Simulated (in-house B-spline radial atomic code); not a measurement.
A fraction x of an electron is removed from 3d in Sr2+, starting from [Ar] 3d10 4s2 4p6 and keeping the highest spin. Computed with a B-spline radial code for spherical atoms: scalar-relativistic (X2C) BP86, spin-polarised, spherical fractional occupations, Fermi nucleus of rms radius 4.224 fm.

| x | E(x) - E(0) (eV) | 3d down level (eV) |
| --- | --- | --- |
| 0 | 0.0000 | -142.149 |
| 0.07 | 10.0241 | -144.255 |
| 0.13 | 18.7338 | -146.069 |
| 0.25 | 36.4810 | -149.724 |
| 0.39 | 57.7433 | -154.031 |
| 0.5 | 74.8744 | -157.447 |
| 0.55 | ? | ? |
| 0.67 | 102.0929 | -162.782 |
| 0.84 | 130.2238 | -168.181 |
| 0.9 | ? | ? |
| 1 | 157.5432 | -173.321 |

Question: What belongs in the row x = 0.55?

Answer: An energy change of 82.7858 eV; 3d down at -159.009 eV.

Question: What belongs in the row x = 0.9?

Answer: An energy change of 140.3723 eV; 3d down at -170.102 eV.

Question: Check Janak's theorem between x = 0.07 and 0.13.

Answer: The slope of the energy is 145.16 eV; the orbital levels give 145.16 eV (-ε of the emptying orbital, averaged over the two points).
